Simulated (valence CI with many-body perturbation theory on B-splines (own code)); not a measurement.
**E1 line list for Eu56+**

Calculated by relativistic CI+MBPT: five valence electrons over a frozen Dirac-Fock core [He], a basis of 11 s, 11 p, 10 d, 8 f, 5 g, 2 h functions for each j, with the one-electron correlation potential Σ1, the two-electron term Σ2, the three-electron term Σ3, Breit, model QED; selected CI, second order for the rest, scaled by the run's own slope (own B-spline code, finite nucleus).

The last digits are not significant, and no measured levels were compared; by estimate large intervals hold to a few tenths of a per cent, small ones and those within an open d or f shell to about a per cent. Among the levels kept, up to 7300 cm⁻¹ of a level comes from second order outside the variational space, and about a tenth of that is noise between levels of different J, which matters for small intervals.

Lines 201 to 250 of 599 in falling wavelength, among levels below 634.67 Ry, chosen from the strongest by gf and those to the six lowest levels. Wavelengths and rates use the calculated energies. Electric multipoles are in the length gauge, E1 and E2 with the static RPA response of the core. Weak lines are less certain than strong ones. Lines between different terms over intervals too small for the method are left out, as are lines whose strength nearly cancels. The highest levels of a list are the least certain.

Levels are named by their leading jj configuration (3d3/2^4 stands for four electrons in 3d with j = 3/2), which in mixed levels can hold well under half, so a name can repeat and another be missing. Letters in brackets count levels of one name in rising energy.

| λ vac (Å) | Upper | Lower | A (s⁻¹) | S (a.u.) |
| --- | --- | --- | --- | --- |
| 13.64 | (2s 2p1/2 2p3/2^2 3p1/2) J=5/2 [b] | (2s^2 2p1/2 2p3/2 3p1/2) J=3/2 [b] | 5.63e+11 | 4.23e-03 |
| 13.63 | (2s 2p1/2 2p3/2^2 3p3/2) J=9/2 | (2s^2 2p1/2 2p3/2 3p3/2) J=7/2 | 5.41e+11 | 6.75e-03 |
| 13.61 | (2s 2p1/2 2p3/2^2 3d3/2) J=9/2 | (2s^2 2p1/2 2p3/2 3d3/2) J=7/2 | 3.99e+11 | 4.97e-03 |
| 13.59 | (2s 2p1/2 2p3/2^2 3p1/2) J=7/2 | (2s^2 2p1/2 2p3/2 3p1/2) J=5/2 | 5.91e+11 | 5.86e-03 |
| 13.35 | (2s 2p1/2^2 2p3/2^2) J=5/2 | (2s^2 2p1/2^2 2p3/2) J=3/2 | 6.54e+11 | 4.60e-03 |
| 13.34 | (2p1/2^2 2p3/2^2 3p3/2) J=5/2 | (2s 2p1/2^2 2p3/2 3p3/2) J=3/2 [b] | 1.11e+12 | 7.77e-03 |
| 13.20 | (2p1/2^2 2p3/2^2 3p1/2) J=5/2 | (2s^2 2p1/2 2p3/2 3d3/2) J=3/2 [b] | 6.66e+11 | 4.54e-03 |
| 13.15 | (2s 2p1/2 2p3/2^2 3p3/2) J=5/2 [b] | (2s^2 2p1/2 2p3/2 3p3/2) J=3/2 [a] | 5.20e+11 | 3.50e-03 |
| 13.15 | (2p1/2^2 2p3/2^2 3p3/2) J=7/2 | (2s 2p1/2^2 2p3/2 3p3/2) J=5/2 [b] | 1.88e+12 | 1.69e-02 |
| 13.10 | (2p1/2^2 2p3/2^2 3d3/2) J=5/2 | (2s 2p1/2^2 2p3/2 3d3/2) J=5/2 [b] | 5.93e+11 | 3.95e-03 |
| 13.09 | (2p1/2^2 2p3/2^2 3s) J=3/2 | (2s 2p1/2^2 2p3/2 3s) J=3/2 [b] | 9.30e+11 | 4.11e-03 |
| 13.08 | (2p1/2^2 2p3/2^2 3d3/2) J=7/2 | (2s 2p1/2^2 2p3/2 3d3/2) J=5/2 [b] | 1.60e+12 | 1.41e-02 |
| 13.03 | (2s 2p1/2 2p3/2^3) J=3/2 [a] | (2s^2 2p1/2 2p3/2^2) J=3/2 | 2.19e+12 | 9.54e-03 |
| 12.98 | (2p1/2^2 2p3/2^2 3p1/2) J=5/2 | (2s 2p1/2^2 2p3/2 3p1/2) J=3/2 [b] | 7.91e+11 | 5.12e-03 |
| 12.93 | (2s 2p1/2 2p3/2^2 3p3/2) J=5/2 [d] | (2s 2p1/2^2 2p3/2 3s) J=3/2 [b] | 9.03e+11 | 5.78e-03 |
| 12.92 | (2p1/2^2 2p3/2^2 3d3/2) J=3/2 | (2s 2p1/2^2 2p3/2 3d3/2) J=3/2 [b] | 7.95e+11 | 3.38e-03 |
| 12.90 | (2p1/2^2 2p3/2^2 3d3/2) J=5/2 | (2s 2p1/2^2 2p3/2 3d3/2) J=3/2 [b] | 8.63e+11 | 5.48e-03 |
| 12.88 | (2s 2p1/2 2p3/2^2 3d5/2) J=7/2 [b] | (2s^2 2p1/2 2p3/2 3d5/2) J=5/2 [b] | 5.14e+11 | 4.34e-03 |
| 12.85 | (2s 2p1/2 2p3/2^2 3p3/2) J=7/2 [c] | (2s^2 2p1/2 2p3/2 3p3/2) J=5/2 [b] | 7.29e+11 | 6.11e-03 |
| 12.84 | (2p1/2^2 2p3/2^2 3p3/2) J=3/2 [a] | (2s 2p1/2^2 2p3/2 3p3/2) J=1/2 [b] | 1.60e+12 | 6.70e-03 |
| 12.82 | (2s 2p1/2 2p3/2^3) J=5/2 | (2s^2 2p1/2 2p3/2^2) J=5/2 | 2.17e+12 | 1.36e-02 |
| 12.82 | (2s 2p1/2 2p3/2^2 3d5/2) J=9/2 [c] | (2s^2 2p1/2 2p3/2 3d5/2) J=7/2 [b] | 8.42e+11 | 8.76e-03 |
| 12.80 | (2s 2p1/2^2 2p3/2 3d3/2) J=3/2 [b] | (2s^2 2p1/2^2 3d3/2) J=3/2 | 1.58e+12 | 6.56e-03 |
| 12.80 | (2s 2p1/2 2p3/2^2 3d5/2) J=5/2 [d] | (2s^2 2p1/2 2p3/2 3d5/2) J=5/2 [b] | 9.09e+11 | 5.65e-03 |
| 12.75 | (2s 2p1/2 2p3/2^2 3p3/2) J=5/2 [c] | (2s^2 2p1/2 2p3/2 3p3/2) J=5/2 [a] | 7.55e+11 | 4.64e-03 |
| 12.75 | (2s 2p1/2 2p3/2^2 3p3/2) J=3/2 [d] | (2s 2p1/2^2 2p3/2 3s) J=1/2 | 1.05e+12 | 4.28e-03 |
| 12.75 | (2s 2p1/2 2p3/2^2 3p3/2) J=1/2 [d] | (2s^2 2p1/2 2p3/2 3p3/2) J=1/2 [b] | 1.84e+12 | 3.76e-03 |
| 12.74 | (2s 2p1/2 2p3/2^2 3d5/2) J=3/2 [d] | (2s^2 2p1/2 2p3/2 3d5/2) J=1/2 | 1.21e+12 | 4.94e-03 |
| 12.73 | (2s 2p1/2^2 2p3/2 3d5/2) J=7/2 [b] | (2s^2 2p1/2^2 3d5/2) J=5/2 | 2.46e+12 | 2.00e-02 |
| 12.72 | (2s 2p1/2 2p3/2^2 3d5/2) J=7/2 [d] | (2s^2 2p1/2 2p3/2 3d5/2) J=7/2 [b] | 1.74e+12 | 1.42e-02 |
| 12.71 | (2s 2p1/2 2p3/2^3) J=1/2 | (2s^2 2p1/2 2p3/2^2) J=1/2 | 1.56e+12 | 3.17e-03 |
| 12.70 | (2s 2p1/2^2 2p3/2 3p3/2) J=5/2 [b] | (2s^2 2p1/2^2 3p3/2) J=3/2 | 2.72e+12 | 1.65e-02 |
| 12.70 | (2s 2p1/2 2p3/2^2 3d5/2) J=5/2 [e] | (2s^2 2p1/2 2p3/2 3d5/2) J=3/2 [b] | 1.32e+12 | 7.98e-03 |
| 12.68 | (2s 2p1/2 2p3/2^2 3d5/2) J=7/2 [b] | (2s^2 2p1/2 2p3/2 3d5/2) J=5/2 [a] | 5.67e+11 | 4.57e-03 |
| 12.68 | (2s 2p1/2^2 2p3/2 3p1/2) J=1/2 | (2s^2 2p1/2^2 3p1/2) J=1/2 | 2.33e+12 | 4.68e-03 |
| 12.68 | (2s 2p1/2 2p3/2^2 3d5/2) J=3/2 [d] | (2s^2 2p1/2 2p3/2 3d5/2) J=3/2 [b] | 8.64e+11 | 3.48e-03 |
| 12.67 | (2s 2p1/2 2p3/2^2 3p3/2) J=3/2 [c] | (2s^2 2p1/2 2p3/2 3p3/2) J=5/2 [a] | 1.58e+12 | 6.34e-03 |
| 12.67 | (2s 2p1/2^2 2p3/2 3p1/2) J=3/2 [b] | (2s^2 2p1/2^2 3p1/2) J=1/2 | 1.68e+12 | 6.75e-03 |
| 12.66 | (2s 2p1/2 2p3/2^2 3p3/2) J=3/2 [f] | (2s^2 2p1/2 2p3/2 3p3/2) J=1/2 [b] | 9.42e+11 | 3.78e-03 |
| 12.66 | (2s 2p1/2 2p3/2^2 3d3/2) J=7/2 [c] | (2s^2 2p1/2 2p3/2 3d3/2) J=7/2 | 1.59e+12 | 1.28e-02 |
| 12.65 | (2s 2p1/2 2p3/2^2 3p3/2) J=5/2 [f] | (2s^2 2p1/2 2p3/2 3p3/2) J=5/2 [b] | 2.58e+12 | 1.55e-02 |
| 12.65 | (2s^2 2p3/2^2 3d3/2) J=5/2 | (2s^2 2p1/2 2p3/2 3p1/2) J=5/2 | 1.26e+12 | 7.53e-03 |
| 12.64 | (2s 2p1/2 2p3/2^2 3s) J=1/2 [a] | (2s^2 2p1/2 2p3/2 3s) J=3/2 [a] | 1.90e+12 | 3.78e-03 |
| 12.63 | (2s 2p1/2^2 2p3/2 3s) J=1/2 | (2s^2 2p1/2^2 3s) J=1/2 | 2.14e+12 | 4.25e-03 |
| 12.63 | (2p1/2 2p3/2^4) J=1/2 | (2s 2p1/2 2p3/2^3) J=3/2 [b] | 6.23e+12 | 1.24e-02 |
| 12.62 | (2s 2p1/2 2p3/2^2 3d3/2) J=5/2 [e] | (2s^2 2p1/2 2p3/2 3d3/2) J=3/2 [b] | 5.76e+11 | 3.43e-03 |
| 12.61 | (2s 2p1/2^2 2p3/2 3d3/2) J=5/2 [b] | (2s^2 2p1/2^2 3d3/2) J=3/2 | 2.43e+12 | 1.44e-02 |
| 12.61 | (2s 2p1/2 2p3/2^2 3d5/2) J=3/2 [e] | (2s^2 2p1/2 2p3/2 3d5/2) J=1/2 | 8.42e+11 | 3.33e-03 |
| 12.59 | (2s 2p1/2 2p3/2^2 3s) J=3/2 [c] | (2s^2 2p1/2 2p3/2 3s) J=5/2 | 2.45e+12 | 9.64e-03 |
| 12.59 | (2s 2p1/2 2p3/2^2 3s) J=3/2 [d] | (2s^2 2p1/2 2p3/2 3s) J=3/2 [b] | 3.10e+12 | 1.22e-02 |
